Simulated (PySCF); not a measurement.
Compound: [TcO4]- (charge -1 and singlet state).
Geometry (PBE0-D3(BJ)/def2-SVP, Å), atoms numbered from 1 in this order:
```
atom  x, y, z in Å
Tc1    0.014   -0.022   -0.012
O2     0.029   -0.042    1.686
O3     1.611   -0.041   -0.590
O4    -0.768    1.384   -0.557
O5    -0.811   -1.390   -0.589
```

Theory: PBE0-D3(BJ)/def2-SVP geometry optimisation, gas phase, def2 core potentials past Kr in PySCF 2.14.0.

Question: Which atoms are bound to Tc1, and at what distances?

Answer: 4 atoms: O3 1.698 Å, O4 1.699 Å, O2 1.699 Å, O5 1.699 Å.

Question: What is the shape at Tc1?

Answer: Tetrahedral: angles from 109.4° to 109.5°; τ4 = (360° − α − β)/141° = 1.00 with α and β the two widest (0 for a square, 1 for a tetrahedron).

Question: What are the rotational constants (commonest isotopes, rigid rotor)?

Answer: A = 4108, B = 4107, C = 4103 MHz: a spherical top.

Point group: Td (every atom within 0.08 Å of its image). Charge -1, singlet. The geometry's basis has no diffuse functions, a weakness for an anion. Not checked by PBE0-D3(BJ)/def2-SVP frequencies.

The run took 18 s wall on one thread of an Arm Neoverse V2, no GPU, shared host with 96 logical CPUs at a one-minute load of 71, and the process peaked at 0.34 GiB of memory. These figures are those of the optimisation.
